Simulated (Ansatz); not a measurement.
Stepwise reaction of `O[Si@@H](Cl)[Si@@H](O)Cl` with hydrogen fluoride, as a gas-phase model of exchange steps in deposition or etching. ΔE in kJ/mol.

Isolated molecules relaxed with PBE0-D4/def2-TZVP in Ansatz; ΔE leaves out vibrations. CCSD(T)/CBS adds triple-zeta CCSD(T) − MP2 to the extrapolated MP2 energy (def2 sets, frozen cores). This one scheme is used for every species. DFT in def2-TZVPP. B3LYP here is the variant with VWN-RPA as its local correlation; programs differ in this. One conformer a species, not always the lowest.

```tsv
step	reaction	PBE-D4	B3LYP-D4	ωB97M-V	CCSD(T)/CBS
2	`O[Si@H](Cl)[Si@H](F)Cl` + H–F → `F[Si@H](Cl)[Si@@H](F)Cl` + H₂O	-31.3	-34.2	-34.1	-33.6
```

(1) Give the row of step 1, `O[Si@@H](Cl)[Si@@H](O)Cl` + H–F → `O[Si@H](Cl)[Si@H](F)Cl` + H₂O. (Estimate.)

(2) By hand: ΔE of the 2 steps together at CCSD(T)/CBS.

Results:

(1) Ansatz gave: 
```
step                                                           reaction  PBE-D4  B3LYP-D4  ωB97M-V  CCSD(T)/CBS
   1  `O[Si@@H](Cl)[Si@@H](O)Cl` + H–F → `O[Si@H](Cl)[Si@H](F)Cl` + H₂O   -32.6     -34.5    -33.9        -33.3
```

(2) (-33.3) + (-33.6) = -66.9 kJ/mol, or -33.5 kJ/mol a step.

In ΔE the steps differ by no more than 0.3 kJ/mol. All are downhill at CCSD(T)/CBS. PBE-D4 differs from CCSD(T)/CBS by 0.7 to 2.3 kJ/mol a step. Isolated molecules leave out the surface, adducts and barriers. Largest T1 diagnostic: 0.011.
